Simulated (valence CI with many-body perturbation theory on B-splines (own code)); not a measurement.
In XVIII: electric-dipole lines

Computed by relativistic CI+MBPT: four valence electrons over a frozen Dirac-Fock core [Ar] 3d10, a basis of 11 s, 11 p, 9 d, 7 f, 5 g, 2 h, 1 i functions for each j, with the one-electron correlation potential Σ1 (screened to all orders), the two-electron term Σ2, the three-electron term Σ3, Breit, model QED; selected single and double excitations, second order for the rest (own B-spline code, finite nucleus).

No measured levels were compared; by estimate levels hold to about 250 cm⁻¹ or 0.2 % of their energy and the worst to 1 %, as in measured heavy ions of charge 2 to 7; those with d or f electrons hold less well.

Lines 101 to 150 of 222 in falling wavelength, among levels below 142.36 eV, chosen from the strongest by gf and those to the six lowest levels. Wavelengths and rates use the calculated energies, so an error of 1000 cm⁻¹ moves a line at 183.0 Å by 0.18 % and its rate by three times that or more. Electric multipoles are in the length gauge, E1 and E2 with the static RPA response of the core. Weak lines are less certain than strong ones. Lines between different terms over intervals too small for the method are left out, as are lines whose strength nearly cancels. Where a level lies close to another of its J and parity, the split of strength between their lines is uncertain. The highest levels of a list are the least certain.

Names give the largest LS component (configuration and term), which can be under half, so a name can repeat, a term be missing and a line seem to break the LS rules; names also repeat where a configuration has a term twice. Letters in brackets count levels of one name in rising energy.

```tsv
λ vac (Å)	Upper	Lower	A (s⁻¹)	S (a.u.)
183.0	4s.4p2.4d 3F_3 [b]	4s.4p3 1D°_2 [b]	3.46e+09	7.33e-02
182.7	4s2.4p.4d 3F°_2	4s2.4p2 3P_2	1.25e+10	1.88e-01
180.9	4s.4p2.4d 3P_1 [a]	4s.4p3 3P°_0	7.37e+09	6.46e-02
180.8	4s.4p3 3S°_1	4s2.4p2 3P_0	1.37e+10	1.20e-01
180.6	4s.4p2.4d 5F_1	4s.4p3 5S°_2	2.83e+08	2.47e-03
180.4	4p4 1D_2	4s.4p3 5S°_2	2.60e+07	3.77e-04
179.4	4s2.4p.4d 3P°_1	4s2.4p2 1S_0	1.72e+08	1.47e-03
178.9	4s.4p3 1P°_1	4s2.4p2 3P_2	3.38e+08	2.87e-03
178.9	4s.4p2.4d 3P_2 [a]	4s.4p3 3D°_3	1.73e+10	2.45e-01
178.0	4s.4p2.4d 5F_2	4s.4p3 5S°_2	4.53e+09	6.31e-02
177.6	4s2.4p.4d 3F°_2	4s2.4p2 3P_1	2.21e+09	3.06e-02
177.0	4s.4p2.4d 3F_2 [a]	4s.4p3 3D°_1	1.16e+10	1.58e-01
175.9	4s.4p2.4d 5P_3	4s.4p3 3D°_3	1.28e+10	2.41e-01
174.1	4s.4p2.4d 5P_2	4s.4p3 3D°_3	5.54e+09	7.22e-02
174.0	4s.4p3 1P°_1	4s2.4p2 3P_1	1.89e+10	1.48e-01
173.8	4s.4p2.4d 3F_3 [a]	4s.4p3 3D°_2	7.99e+09	1.45e-01
173.5	4s2.4p.4d 3F°_3	4s2.4p2 3P_2	1.79e+10	3.24e-01
173.1	4s.4p2.4d 5F_3 [a]	4s.4p3 5S°_2	9.31e+09	1.67e-01
172.3	4s.4p2.4d 3P_2 [a]	4s.4p3 3D°_2	4.13e+10	5.22e-01
172.2	4s.4p2.4d 3P_0 [a]	4s.4p3 3P°_1	5.23e+10	1.32e-01
172.2	4s.4p2.4d 3D_3 [b]	4s.4p3 1D°_2 [a]	2.03e+10	3.58e-01
171.8	4s2.4p.4d 1D°_2	4s2.4p2 1D_2	2.22e+10	2.77e-01
170.9	4s.4p2.4d 3D_1 [b]	4s.4p3 1D°_2 [a]	2.87e+10	2.12e-01
170.7	4s.4p2.4d 3P_1 [c]	4s.4p3 3S°_1	1.42e+10	1.04e-01
170.0	4s.4p2.4d 3P_2 [b]	4s.4p3 3S°_1	3.10e+10	3.75e-01
169.5	4s.4p2.4d 3F_4 [a]	4s.4p3 3D°_3	7.81e+09	1.69e-01
168.5	4s.4p2.4d 3P_2 [a]	4s.4p3 3D°_1	1.54e+10	1.82e-01
168.0	4s.4p2.4d 3D_2 [a]	4s.4p3 1D°_2 [a]	1.23e+10	1.44e-01
167.3	4s.4p2.4d 3F_2 [b]	4s.4p3 3D°_3	1.17e+10	1.35e-01
167.3	4s2.4p.4d 3P°_1	4s2.4p2 1D_2	3.05e+10	2.11e-01
167.1	4s2.4p.4d 3D°_3	4s2.4p2 1D_2	2.50e+10	4.04e-01
166.7	4s2.4p.4d 3P°_2 [a]	4s2.4p2 3P_2	4.82e+10	5.50e-01
165.8	4s.4p2.4d 3F_3 [b]	4s.4p3 1D°_2 [a]	8.70e+09	1.37e-01
164.8	4s.4p2.4d 5D_1	4s.4p3 5S°_2	2.41e+09	1.60e-02
164.8	4s2.4p.4d 3P°_2 [b]	4s2.4p2 1D_2	1.04e+11	1.15e+00
164.5	4s.4p2.4d 3F_2 [c]	4s.4p3 1D°_2 [a]	7.57e+09	8.31e-02
164.4	4s.4p2.4d 5D_2	4s.4p3 5S°_2	9.42e+09	1.03e-01
164.4	4s.4p2.4d 3P_0 [b]	4s.4p3 3P°_1	7.60e+10	1.67e-01
164.3	4s.4p2.4d 3G_4	4s.4p3 3D°_3	4.14e+09	8.17e-02
163.9	4s2.4p.4d 3D°_1	4s2.4p2 3P_2	3.26e+09	2.12e-02
163.8	4s.4p2.4d 3D_2 [b]	4s.4p3 3P°_1	8.01e+10	8.69e-01
163.4	4s.4p2.4d 5F_3 [b]	4s.4p3 5S°_2	1.28e+10	1.93e-01
163.2	4s.4p2.4d 3D_1 [c]	4s.4p3 3P°_0	5.07e+10	3.27e-01
162.8	4s.4p2.4d 3D_3 [c]	4s.4p3 1D°_2 [a]	2.42e+10	3.60e-01
162.5	4s.4p2.4d 3D_2 [c]	4s.4p3 1D°_2 [a]	3.34e+10	3.53e-01
162.4	4s2.4p.4d 3P°_2 [a]	4s2.4p2 3P_1	7.92e+10	8.37e-01
162.2	4s.4p2.4d 3P_1 [b]	4s.4p3 3P°_1	7.44e+10	4.70e-01
161.3	4s2.4p.4d 1P°_1	4s2.4p2 1S_0	1.57e+11	9.74e-01
160.8	4s.4p2.4d 3D_3 [a]	4s.4p3 3D°_3	2.13e+10	3.06e-01
160.7	4s.4p2.4d 3P_1 [a]	4s.4p3 3D°_1	6.04e+10	3.71e-01
```
